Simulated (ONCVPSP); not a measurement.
# What one change does to a pseudopotential (nitrogen, ONCV)

* Element: N
* Generator: ONCVPSP 4.0.1
* Type: optimised norm-conserving Vanderbilt (ONCV)
* Functional: LDA (Perdew-Wang 92)
* Relativity: scalar-relativistic
* Frozen core: [He]
* Valence charge: 5
* Reference configuration: 2s2 2p2.75 (charge +0.25)
* Partial waves: 2s: rc 0.75 bohr, ncon 5, nbas 8, qcut 8.9 1/bohr, local; 2p: rc 1.30 bohr, ncon 4, nbas 8, qcut 12.8 1/bohr, 2 projectors, debl 1.9 Ha
* Local potential: the s channel
* Core correction: polynomial model core, fcfact 0.35

All-electron outer shells of the reference configuration (LDA (PZ), scalar-relativistic, ld1.x):

| shell | level (eV) | outermost node (bohr) | outermost maximum (bohr) |
| --- | --- | --- | --- |
| 1s | -385.23 | – | 0.15 |
| 2s | -21.57 | 0.32 | 1.02 |
| 2p | -10.29 | – | 0.96 |

Change: s: qcut 13.1.

Cutoffs: the cutoffs (Ha) at which the residual kinetic energy of the hardest occupied pseudo-wave falls to 1 and 0.1 mHa per electron; they do not see the model core or the augmentation charge, which bear on the density cutoff. Errors are all-electron minus pseudo energies relative to the spin-unpolarised reference configuration.

Predict the effect on cutoff, ghosts and configuration errors.

The potential gets softer (228 Ha and 290 Ha → 83 Ha and 259 Ha); the errors of the 4 common tests hardly move; neither file shows a bound ghost.

| quantity | base | changed |
| --- | --- | --- |
| cutoff, loose | 228 Ha | 83 Ha |
| cutoff, tight | 290 Ha | 259 Ha |
| loose cutoff by channel | s 228 Ha, p 41 Ha | s 83 Ha, p 41 Ha |
| bound ghosts | none | none |
| GHOST(+) flags under 300 eV | none | none |
| error for 2s2 2p3, meV [ΔE -2.19 eV] | +0.2 | +0.3 |
| error for 2s2 2p2, meV [ΔE 11.54 eV] | +2.5 | +2.8 |
| error for 2s2 2p1, meV [ΔE 40.52 eV] | +33 | +37 |
| error for 2s1 2p3, meV [ΔE 23.00 eV] | +5.9 | +6.4 |
| s: phases at 0.76 bohr within 0.05 rad from the reference energy up to (Ha; the scan ends near 5) | to the end of the scan | 4.6 |
| p: phases at 1.32 bohr within 0.05 rad from the reference energy up to (Ha; the scan ends near 5) | to the end of the scan | to the end of the scan |
| rms error of d²Exc/dni dnj with the model core, mHa | 0.87 | 0.83 |
